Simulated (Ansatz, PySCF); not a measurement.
Breaking a bond: LiNa, singlet.

Methods: UHF/cc-pVTZ (PySCF); RHF/cc-pVTZ (PySCF); UKS-wB97X-V = unrestricted wB97X-V/cc-pVTZ run with PySCF 2.14.0; RKS-wB97X-V = PySCF with restricted wB97X-V/cc-pVTZ; UKS-BHandHLYP = unrestricted BHandHLYP/cc-pVTZ (PySCF); RKS-BHandHLYP = restricted BHandHLYP/cc-pVTZ in PySCF 2.14.0; UKS-CAM-B3LYP = unrestricted CAM-B3LYP/cc-pVTZ (PySCF); RKS-CAM-B3LYP = restricted CAM-B3LYP/cc-pVTZ (PySCF); UKS-PBE = unrestricted PBE/cc-pVTZ (Ansatz, an electronic-structure program); RKS-PBE = restricted PBE/cc-pVTZ run with Ansatz; UKS-B3LYP/6-31G* = unrestricted B3LYP/6-31G*, spherical d (PySCF); RKS-B3LYP/6-31G* = restricted B3LYP/6-31G*, spherical d in PySCF 2.14.0; UKS-LDA (SVWN5)/6-31G* = unrestricted LDA (SVWN5)/6-31G*, spherical d in PySCF; RKS-LDA (SVWN5)/6-31G* = restricted LDA (SVWN5)/6-31G*, spherical d in PySCF 2.14.0; UKS-B3LYP/6-311+G** = PySCF with unrestricted B3LYP/6-311+G**, spherical d; RKS-B3LYP/6-311+G** = restricted B3LYP/6-311+G**, spherical d (PySCF).

Scanned distances (Å): 2.33, 2.49, 2.64, 2.75, 2.82, 2.93, 3.01, 3.08, 3.25, 3.37, 3.61, 3.91, 4.39, 4.87, 5.33, 5.86, 6.39, 7.17, 7.92, 8.84.

**Question.** Where does the unrestricted solution first break spin symmetry (<S²> of 0.01 or more)?

**Answer.** UHF: already at 2.33 Å; UKS-wB97X-V: between 3.61 and 3.91 Å; UKS-BHandHLYP: between 3.61 and 3.91 Å; UKS-CAM-B3LYP: between 3.37 and 3.61 Å; UKS-PBE: between 3.61 and 3.91 Å; UKS-B3LYP/6-31G*: between 3.61 and 3.91 Å; UKS-LDA (SVWN5)/6-31G*: between 3.91 and 4.39 Å; UKS-B3LYP/6-311+G**: between 3.91 and 4.39 Å.

| R / Å | <S²> UHF | E(RHF) − E(UHF) / kcal/mol | <S²> UKS-wB97X-V | E(RKS-wB97X-V) − E(UKS-wB97X-V) / kcal/mol | <S²> UKS-BHandHLYP | E(RKS-BHandHLYP) − E(UKS-BHandHLYP) / kcal/mol | <S²> UKS-CAM-B3LYP | E(RKS-CAM-B3LYP) − E(UKS-CAM-B3LYP) / kcal/mol | <S²> UKS-PBE | E(RKS-PBE) − E(UKS-PBE) / kcal/mol | <S²> UKS-B3LYP/6-31G* | E(RKS-B3LYP/6-31G*) − E(UKS-B3LYP/6-31G*) / kcal/mol | <S²> UKS-LDA (SVWN5)/6-31G* | E(RKS-LDA (SVWN5)/6-31G*) − E(UKS-LDA (SVWN5)/6-31G*) / kcal/mol | <S²> UKS-B3LYP/6-311+G** | E(RKS-B3LYP/6-311+G**) − E(UKS-B3LYP/6-311+G**) / kcal/mol |
|---|---|---|---|---|---|---|---|---|---|---|---|---|---|---|---|---|
| 2.33 | 0.36 | 1.1 | 0.00 | 0.0 | 0.00 | 0.0 | 0.00 | 0.0 | 0.00 | 0.0 | 0.00 | 0.0 | 0.00 | 0.0 | 0.00 | 0.0 |
| 2.49 | 0.30 | 0.7 | 0.00 | 0.0 | 0.00 | 0.0 | 0.00 | 0.0 | 0.00 | 0.0 | 0.00 | 0.0 | 0.00 | 0.0 | 0.00 | 0.0 |
| 2.64 | 0.25 | 0.5 | 0.00 | 0.0 | 0.00 | 0.0 | 0.00 | 0.0 | 0.00 | 0.0 | 0.00 | 0.0 | 0.00 | 0.0 | 0.00 | 0.0 |
| 2.75 | 0.26 | 0.5 | 0.00 | 0.0 | 0.00 | 0.0 | 0.00 | 0.0 | 0.00 | 0.0 | 0.00 | 0.0 | 0.00 | 0.0 | 0.00 | 0.0 |
| 2.82 | 0.30 | 0.6 | 0.00 | 0.0 | 0.00 | 0.0 | 0.00 | 0.0 | 0.00 | 0.0 | 0.00 | 0.0 | 0.00 | 0.0 | 0.00 | 0.0 |
| 2.93 | 0.35 | 1.0 | 0.00 | 0.0 | 0.00 | 0.0 | 0.00 | 0.0 | 0.00 | 0.0 | 0.00 | 0.0 | 0.00 | 0.0 | 0.00 | 0.0 |
| 3.01 | 0.40 | 1.3 | 0.00 | 0.0 | 0.00 | 0.0 | 0.00 | 0.0 | 0.00 | 0.0 | 0.00 | 0.0 | 0.00 | 0.0 | 0.00 | 0.0 |
| 3.08 | 0.43 | 1.6 | 0.00 | 0.0 | 0.00 | 0.0 | 0.00 | 0.0 | 0.00 | 0.0 | 0.00 | 0.0 | 0.00 | 0.0 | 0.00 | 0.0 |
| 3.25 | 0.52 | 2.4 | 0.00 | 0.0 | 0.00 | 0.0 | 0.00 | 0.0 | 0.00 | 0.0 | 0.00 | 0.0 | 0.00 | 0.0 | 0.00 | 0.0 |
| 3.37 | 0.57 | 3.2 | 0.00 | 0.0 | 0.00 | 0.0 | 0.00 | 0.0 | 0.00 | 0.0 | 0.00 | 0.0 | 0.00 | 0.0 | 0.00 | 0.0 |
| 3.61 | 0.67 | 5.0 | 0.00 | 0.0 | 0.00 | 0.0 | 0.03 | 0.0 | 0.00 | 0.0 | 0.00 | 0.0 | 0.00 | 0.0 | 0.00 | 0.0 |
| 3.91 | 0.77 | 7.7 | 0.09 | 0.0 | 0.29 | 0.3 | 0.36 | 0.6 | 0.16 | 0.1 | 0.01 | 0.0 | 0.00 | 0.0 | 0.00 | 0.0 |
| 4.39 | 0.87 | 12.7 | 0.70 | 2.5 | 0.64 | 2.3 | 0.67 | 3.1 | 0.43 | 0.8 | 0.48 | 0.9 | 0.27 | 0.3 | 0.48 | 0.8 |
| 4.87 | 0.93 | 18.0 | 0.87 | 6.9 | 0.82 | 5.3 | 0.84 | 6.5 | 0.67 | 2.1 | 0.74 | 2.7 | 0.55 | 1.3 | 0.74 | 2.7 |
| 5.33 | 0.97 | 22.8 | 0.95 | 11.6 | 0.91 | 8.4 | 0.92 | 10.0 | 0.83 | 3.7 | 0.87 | 4.9 | 0.74 | 2.7 | 0.87 | 4.8 |
| 5.86 | 0.98 | 27.9 | 0.98 | 16.9 | 0.96 | 11.8 | 0.97 | 13.9 | 0.93 | 5.6 | 0.95 | 7.3 | 0.87 | 4.4 | 0.95 | 7.2 |
| 6.39 | 0.99 | 32.3 | 0.99 | 21.6 | 0.98 | 14.8 | 0.99 | 17.2 | 0.98 | 7.3 | 0.98 | 9.4 | 0.94 | 6.0 | 0.98 | 9.2 |
| 7.17 | 1.00 | 37.6 | 1.00 | 27.5 | 1.00 | 18.2 | 1.00 | 21.1 | 1.00 | 9.3 | 0.99 | 11.7 | 0.98 | 7.8 | 0.99 | 11.5 |
| 7.92 | 1.00 | 41.6 | 1.00 | 31.7 | 1.00 | 20.6 | 1.00 | 24.0 | 1.00 | 10.4 | 1.00 | 13.3 | 1.00 | 8.9 | 1.00 | 13.0 |
| 8.84 | 1.00 | 45.4 | 1.00 | 35.6 | 1.00 | 22.6 | 1.00 | 26.4 | 1.00 | 11.2 | 1.00 | 14.4 | 1.00 | 9.7 | 1.00 | 14.2 |
